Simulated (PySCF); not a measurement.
Vertical excitations of a molecule C2H8O2Si from TDDFT-PBE/def2-SVPD in PySCF, as energy in eV (oscillator strength): 5.19 (0.008), 5.83 (0.009), 6.28 (0.007), 6.47 (0.008), 6.74 (0.009), 6.78 (0.004), 7.15 (0.037), 7.24 (0.045), 7.33 (0.008), 7.42 (0.009). Lowest triplet (TDA): 5.05 eV. Coordinates come from a ωB97X-D3(BJ)/def2-SVP optimisation. Other conformers were not sampled.

Q: Which molecule gave these data?
A) OC[SiH2]CO
B) C[Si@H](O)CO
C) CO[Si@@H](C)O
D) COCO[SiH3]

A: B, C[Si@H](O)CO
